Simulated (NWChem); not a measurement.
System: WO$_{2}$Cl cation; SMILES [O]=[W+](=[O])[Cl]

NWChem input:

```
start job
memory heap 200 mb stack 900 mb global 1100 mb
charge 1
geometry units angstroms
  W      0.233300    -0.259400     0.000000
  O     -0.628171    -0.835743     1.308717
  O     -0.628171    -0.835743    -1.308717
  Cl    -0.143519     1.914722     0.000000
end
basis spherical
  * library def2-svp
end
ecp
  W library def2-ecp
end
dft
  xc slater vwn_5
  iterations 150
end
driver
  maxiter 120
end
task dft optimize
dft
  grid fine
  convergence energy 1d-8 density 1d-7
end
task dft freq numerical
```

Output (shortened):

```
             Northwest Computational Chemistry Package (NWChem) 7.3.0
             --------------------------------------------------------

 CS  symmetry detected

                             Geometry "geometry" -> ""
                             -------------------------

 Output coordinates in angstroms (scale by  1.889725989 to convert to a.u.)

  No.       Tag          Charge          X              Y              Z
 ---- ---------------- ---------- -------------- -------------- --------------
    1 W                   74.0000     0.18233918     0.26374221     0.00000000
    2 O                    8.0000    -0.69286600     0.81900741     1.30871700
    3 O                    8.0000    -0.69286600     0.81900741    -1.30871700
    4 Cl                  17.0000    -0.14160255    -1.91888483     0.00000000

 Effective nuclear repulsion energy (a.u.)     736.6060723535

      Symmetry information
      --------------------

 Group name             Cs
 Group number              2
 Group order               2
 No. of unique centers     3

                                Z-matrix (autoz)
                                --------

 Units are Angstrom for bonds and degrees for angles

      Type          Name      I     J     K     L     M      Value
      ----------- --------  ----- ----- ----- ----- ----- ----------
    1 Stretch                  1     2                       1.66944
    2 Stretch                  1     3                       1.66944
    3 Stretch                  1     4                       2.20654
    4 Bend                     2     1     3               103.24251
    5 Bend                     2     1     4               104.59802
    6 Bend                     3     1     4               104.59802
    7 Torsion                  2     1     3     4        -109.19889
    8 Torsion                  2     1     4     3         108.20646
    9 Torsion                  3     1     2     4         109.19889
   10 Torsion                  2     4     1     3        -108.20646
   11 Torsion                  3     2     1     4        -109.19889
   12 Torsion                  2     3     1     4         109.19889

                           NWChem Geometry Optimization
                           ----------------------------

[...]

      ----------------------
      Optimization converged
      ----------------------

  Step       Energy      Delta E   Gmax     Grms     Xrms     Xmax
  ---- ---------------- -------- -------- -------- -------- --------
@    4    -674.63415729 -6.2D-07  0.00019  0.00006  0.00028  0.00079
                                     ok       ok       ok       ok

                                Z-matrix (autoz)
                                --------

 Units are Angstrom for bonds and degrees for angles

      Type          Name      I     J     K     L     M      Value     Gradient
      ----------- --------  ----- ----- ----- ----- ----- ---------- ----------
    1 Stretch                  1     2                       1.68197   -0.00005
    2 Stretch                  1     3                       1.68197   -0.00005
    3 Stretch                  1     4                       2.19516   -0.00019
    4 Bend                     2     1     3               102.62888   -0.00001
    5 Bend                     2     1     4               103.23833    0.00001
    6 Bend                     3     1     4               103.23833    0.00001
    7 Torsion                  2     1     3     4        -107.08538   -0.00001
    8 Torsion                  2     1     4     3         106.62340   -0.00001
    9 Torsion                  3     1     2     4         107.08538    0.00001
   10 Torsion                  2     4     1     3        -106.62340    0.00001
   11 Torsion                  3     2     1     4        -107.08538   -0.00001
   12 Torsion                  2     3     1     4         107.08538    0.00001

                         Geometry "geometry" -> "geometry"
                         ---------------------------------

[...]

 Rotational Constants
 --------------------
 A=   0.213883 cm-1  (  0.307723 K)
 B=   0.091913 cm-1  (  0.132240 K)
 C=   0.078452 cm-1  (  0.112873 K)

 Temperature                      =   298.15K
 frequency scaling parameter      =   1.0000

 Zero-Point correction to Energy  =    4.879 kcal/mol  (  0.007775 au)
 Thermal correction to Energy     =    7.691 kcal/mol  (  0.012257 au)
 Thermal correction to Enthalpy   =    8.284 kcal/mol  (  0.013201 au)

 Total Entropy                    =   74.483 cal/mol-K
   - Translational                =   42.441 cal/mol-K (mol. weight = 250.9097)
   - Rotational                   =   26.439 cal/mol-K (symmetry #  =        1)
   - Vibrational                  =    5.603 cal/mol-K

 Cv (constant volume heat capacity) =   13.015 cal/mol-K
   - Translational                  =    2.979 cal/mol-K
   - Rotational                     =    2.979 cal/mol-K
   - Vibrational                    =    7.056 cal/mol-K

[normal modes left out]

 ----------------------------------------------------------------------------
 Normal Eigenvalue ||           Projected Infra Red Intensities
  Mode   [cm**-1]  || [atomic units] [(debye/angs)**2] [(KM/mol)] [arbitrary]
 ------ ---------- || -------------- ----------------- ---------- -----------
    1       -0.000 ||    0.007854           0.181         7.656       5.555
    2        0.000 ||    0.000044           0.001         0.043       0.031
    3        0.000 ||    0.000450           0.010         0.439       0.318
    4        0.000 ||    0.003744           0.086         3.649       2.648
    5        0.000 ||    0.011883           0.274        11.584       8.405
    6        0.000 ||    0.001502           0.035         1.464       1.063
    7      228.337 ||    0.000006           0.000         0.006       0.004
    8      240.668 ||    0.011054           0.255        10.776       7.819
    9      388.098 ||    0.002513           0.058         2.449       1.777
   10      464.728 ||    0.021884           0.505        21.334      15.479
   11     1027.204 ||    0.071569           1.651        69.769      50.623
   12     1065.362 ||    0.037151           0.857        36.216      26.278
 ----------------------------------------------------------------------------
```

Level: LDA (Slater exchange, VWN5)/def2-SVP with def2 effective core potentials on W. This spin state was assumed; another may lie lower. def2 effective core potentials on W; no spin-orbit coupling.
